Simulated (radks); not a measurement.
The numbers below are computed, except where a source is named.
The mean radii <r> (bohr) of the occupied orbitals of an atom or ion are listed with their occupations. Level of theory: scalar-relativistic Kohn-Sham, r2SCAN, spin-unpolarised, spherical densities, finite nucleus; meta-GGA in the generalised Kohn-Sham scheme; Fermi nuclear charge, rms radius of each element as measured or else 0.836 A^(1/3) + 0.57 fm (a radial shooting solver on a logarithmic mesh with Libxc functionals).

orbital  occ.     <r>
1s          2  0.1761
2s          2   1.002
2p          5   1.097

Name the element and its charge.

Answer. Z = 9, fluorine, charge 0: F in [He] 2s2 2p5. The 1s radius gives Z: for a bare nucleus <r> = (2 gamma + 1)/(2Z) with gamma = sqrt(1 - (Z/c)^2), 0.1664 bohr for Z = 9, and screening makes it slightly larger (0.1761 here). The occupations add up to 9, and the charge is Z minus that.
